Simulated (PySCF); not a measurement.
# The 22-electron isoelectronic series, spin-free X2C

Calculated with PySCF 2.14 from differences of total energies of unrestricted determinants, without spin-orbit coupling. Each ion has its own even-tempered basis scaled to its charge (18s12p8d4f3g for the first); frozen: [Ne]. Ionisation energies in eV, correlation energies of the ion in mhartree.

```tsv
ion	configuration	UHF	LDA	PBE	PBE0	r2SCAN	MP2 (outer shells)	E_corr MP2	NIST (with spin-orbit, Breit and QED)
Ag²⁵⁺	[Ar] 3d4 (5D)	1307.3	1307.8	1307.0	1307.5	1306.9	1307.9	-467.0	1308 ± 4 (t)
Cd²⁶⁺	[Ar] 3d4 (5D)	1399.8	1400.3	1399.4	1400.0	1399.3	1400.5	-468.4	1401 ± 4 (t)
In²⁷⁺	[Ar] 3d4 (5D)	1495.4	1495.8	1494.9	1495.5	1494.9	1496.0	-470.0	1496 ± 4 (t)
Sn²⁸⁺	[Ar] 3d4 (5D)	1594.1	1594.4	1593.5	1594.1	1593.4	1594.7	-471.5	1596 ± 4 (t)
Sb²⁹⁺	[Ar] 3d4 (5D)	1695.8	1696.0	1695.2	1695.8	1695.1	1696.4	-473.3	1698 ± 4 (t)
Te³⁰⁺	[Ar] 3d4 (5D)	1800.6	1800.8	1799.9	1800.6	1799.8	1801.2	-473.3	1803 ± 4 (t)
I³¹⁺	[Ar] 3d4 (5D)	1908.5	1908.6	1907.7	1908.4	1907.6	1909.0	-475.2	1911 ± 4 (t)
Xe³²⁺	[Ar] 3d4 (5D)	2019.4	2019.4	2018.5	2019.2	2018.5	2019.9	-477.1	2023 ± 4 (t)
Cs³³⁺	[Ar] 3d4 (5D)	2133.4	2133.4	2132.5	2133.2	2132.4	2133.9	-477.5	2137 ± 5 (t)
Ba³⁴⁺	[Ar] 3d4 (5D)	2250.5	2250.4	2249.5	2250.2	2249.4	2251.0	-479.6	2256 ± 5 (t)
```

Each ion has its own basis, which adds noise of up to about 0.1 % along the series.

NIST values marked (s) are semi-empirical, (t) theoretical. Open shells are high-spin determinants of the terms that Hund's rules give; for the heavier ions, far from LS coupling, these are not the ground levels.

Spin-orbit coupling of the open shells is absent from the calculated values and included in NIST's; it grows fast with Z.
